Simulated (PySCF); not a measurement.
C5H5NO.
SMILES with atom numbers: `[H]/[N:1]=[CH:2]\[c:3]1[cH:4][cH:5][cH:6][o:7]1` (hydrogens: H8 on N1; H9 on C2; H10 on C4; H11 on C5; H12 on C6)

Geometry (GFN2-xTB, Å), atoms numbered from 1 in this order:
```
atom  x, y, z in Å
N1    -2.6958   -0.1516    0.5050
C2    -1.8240    0.0520   -0.3837
C3    -0.3839    0.0453   -0.2410
C4     0.4319   -0.1721    0.8479
C5     1.7553   -0.0528    0.3817
C6     1.6574    0.2282   -0.9506
O7     0.3805    0.2884   -1.3334
H8    -2.3201   -0.3442    1.4329
H9    -2.1834    0.2605   -1.3879
H10    0.1236   -0.3896    1.8504
H11    2.6540   -0.1625    0.9529
H12    2.4057    0.3979   -1.7001
```

The closed-shell SCF was solved with PySCF and density fitting under several settings on one GFN2-xTB geometry (grid level 2 and gas phase unless stated).

| settings | basis functions | SCF cycles | E (Eh) | HOMO (eV) | LUMO (eV) | dipole (D) |
| --- | --- | --- | --- | --- | --- | --- |
| PBE0/pcSseg-1 | 144 | 14 | -323.0625 | -6.87 | -1.37 | 3.27 |
| CAM-B3LYP/def2-SVPD | 183 | 13 | -323.0930 | -8.10 | -0.39 | 3.26 |

Problem. Estimate the rows for these settings: (1) revPBE/Sadlej pVTZ, IEF-PCM water, grid level 1, fitting basis def2-universal-jkfit; (2) CAM-B3LYP/6-311+G(2d,p), grid level 4, level shift 0.1 Eh; (3) PBE0/Sadlej pVTZ, grid level 3.

Solution. 
| settings | basis functions | SCF cycles | E (Eh) | HOMO (eV) | LUMO (eV) | dipole (D) |
| --- | --- | --- | --- | --- | --- | --- |
| revPBE/Sadlej pVTZ, IEF-PCM water, grid level 1, fitting basis def2-universal-jkfit | 213 | 11 | -323.4666 | -5.67 | -2.21 | 4.48 |
| CAM-B3LYP/6-311+G(2d,p), grid level 4, level shift 0.1 Eh | 219 | 12 | -323.4093 | -8.05 | -0.41 | 3.33 |
| PBE0/Sadlej pVTZ, grid level 3 | 213 | 14 | -323.1728 | -6.82 | -1.47 | 3.23 |

Problem. Over all rows, what range does the HOMO–LUMO gap span?

Solution. From 3.46 eV (revPBE/Sadlej pVTZ, IEF-PCM water, grid level 1, fitting basis def2-universal-jkfit) to 7.71 eV (CAM-B3LYP/def2-SVPD). The functional of the narrowest has no exact exchange, that of the widest range-separated exact exchange.

Problem. And the dipole moment?

Solution. From 3.23 D (PBE0/Sadlej pVTZ, grid level 3) to 4.48 D (revPBE/Sadlej pVTZ, IEF-PCM water, grid level 1, fitting basis def2-universal-jkfit); the largest is 1.39 times the smallest, and the median is 3.27 D.

Problem. Compare two rows with the functional PBE0: PBE0/Sadlej pVTZ, grid level 3 and PBE0/pcSseg-1. Which energy is lower, and by how much?

Solution. PBE0/Sadlej pVTZ, grid level 3 (213 functions) lies 0.1103 Eh or 69 kcal/mol below PBE0/pcSseg-1 (144 functions).

Cycle counts include a coarse-grid stage where the run had one. All basis functions are spherical, in the Pople sets too. The structure is a single GFN2-xTB conformer; no vibrational corrections.
